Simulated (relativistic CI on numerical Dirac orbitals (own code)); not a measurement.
## Hyperfine structure of Ru²⁶⁺, mass number 101

Calculated at this level of theory: Dirac-Coulomb-Breit CI, orbitals from a KLI potential per configuration, model QED, unscaled Slater integrals (own radial code, finite nucleus).

CI space (outside the closed core [Ne]): 3s²3p⁶, 3s²3p⁵3d, 3s3p⁶3d, 3s²3p⁵4s, 3s²3p⁵4p, 3s²3p⁵4d, 3s3p⁶4s, 3p⁶3d4p, 3p⁶3d², 3p⁵3d³, 3p⁵3d²4s, 3p⁵3d²4p, 3p⁵3d²4d, 3p⁶3d4s, 3p⁵3d4s², 3p⁵3d4s4p, 3p⁵3d4s4d. Double excitations out of closed p, d and f shells are left out; levels of such configurations are missing from the list, as are those of other unlisted configurations, and high levels can miss mixing partners.

Nuclear spin I = 5/2, μ = -0.718 μN, Q = 0.46 b (tables of Stone and Pyykkö). The electronic factors are computed for point nuclear moments, without core polarisation or the Bohr-Weisskopf and QED corrections.

```csv
Level,E (eV),A (MHz),B (MHz)
3s²3p⁵3d ³P°1,121.210,-3575,4700
3s²3p⁵3d ³F°3,126.434,-6798,-23600
3s²3p⁵3d ³F°4,128.914,-4564,-21500
3s²3p⁵3d ³D°3,137.836,-4045,9480
3s²3p⁵3d ³D°1,146.444,1501,5780
3s²3p⁵3d ³F°2,154.075,-16140,12000
3s²3p⁵3d ¹P°1,184.855,6856,-12
3s3p⁶3d ³D1,254.914,39170,2250
```

Levels with J = 0, under 50 % of one LS term, or S terms without an open s electron are left out. Small factors come from cancelling terms and can be off by tens of per cent or more.

At this charge energies of transitions that change n are usually good to better than 1 %, and those within a shell (Δn = 0) to a few per cent.

Q: Give the hyperfine levels of 3s²3p⁵3d ³F°3 relative to its centre of gravity.

A: With K = F(F + 1) − I(I + 1) − J(J + 1), E = AK/2 + B[¾K(K + 1) − I(I + 1)J(J + 1)]/[2I(2I − 1)J(2J − 1)]: F = 1/2: 53810, F = 3/2: 49990, F = 5/2: 41260, F = 7/2: 24080, F = 9/2: -6512, F = 11/2: -56890 MHz.

LS names give the leading component of a level, which can be under half, so a name can repeat, a term be missing and a line seem to break the LS rules.
